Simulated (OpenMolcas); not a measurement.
Computed levels of 5d6 in ions with 74 electrons, in cm-1 above 5D4.

| Quantity | Value |
| --- | --- |
| Program | OpenMolcas |
| Method | SS-CASPT2, IPEA 0.25 Eh, imaginary shift 0.1 Eh |
| Basis | ANO-R3 |
| Scalar Hamiltonian | X2C, finite nucleus |
| Spin-orbit coupling | state interaction with AMFI integrals over the reference wave functions, term energies averaged over their components |

Active space for each ion: 6 electrons in 5 orbitals (5d); closed shells correlated by CASPT2: 5s 5p.

```json
{"Level": "5D3", "Ir3+": "6170", "Au5+": "9630"}
{"Level": "5D1", "Ir3+": "9100", "Au5+": "13410"}
{"Level": "5D0", "Ir3+": "9280", "Au5+": "13090"}
{"Level": "3G5", "Ir3+": "19080", "Au5+": "24380"}
{"Level": "3H6", "Ir3+": "19490", "Au5+": "24940"}
{"Level": "3F2(1)", "Ir3+": "23450", "Au5+": "30180"}
{"Level": "1S0(1)", "Ir3+": "26610", "Au5+": "35640"}
{"Level": "3D1", "Ir3+": "28270", "Au5+": "36940"}
{"Level": "3D2", "Ir3+": "29280", "Au5+": "38140"}
```

Problem. Estimate 5D0, 3G5, 3H6 for Pt4+ from its neighbours Ir3+ and Au5+.

Solution. 5D0 is fine structure, which grows about as the fourth power of a screened charge, so the fourth roots are averaged: ((9280^0.25 + 13090^0.25) / 2)^4 = 11062. The calculation gives 11160, so the estimate is off by -0.9 %.
3G5 is another term, which grows about linearly with the charge: (19080 + 24380) / 2 = 21730. The calculation gives 21700, so the estimate is off by +0.1 %.
3H6 is another term, which grows about linearly with the charge: (19490 + 24940) / 2 = 22215. The calculation gives 22180, so the estimate is off by +0.2 %.

Mixed levels, with the weight of the term that names them: Ir3+ 3G5 (51 %), Ir3+ 3F2(1) (71 %), Ir3+ 1S0(1) (60 %), Ir3+ 3D1 (74 %), Ir3+ 3D2 (67 %), Pt4+ 5D0 (72 %), Pt4+ 3G5 (52 %), Pt4+ 3F2(1) (66 %), Pt4+ 1S0(1) (59 %), Pt4+ 3D1 (73 %), Pt4+ 3D2 (64 %), Au5+ 5D0 (68 %), Au5+ 3G5 (53 %), Au5+ 3F2(1) (60 %), Au5+ 1S0(1) (58 %), Au5+ 3D1 (72 %), Au5+ 3D2 (62 %).

CASPT2 breaks the degeneracy within a term, and the mean is taken; among the terms shown or strongly mixed into the levels shown the widest spread is 130 cm-1 (5d6 1I, Ir3+). Levels of configurations outside the active space are missing.

A number in round brackets counts repeated terms of one configuration in the order of the reference energies.
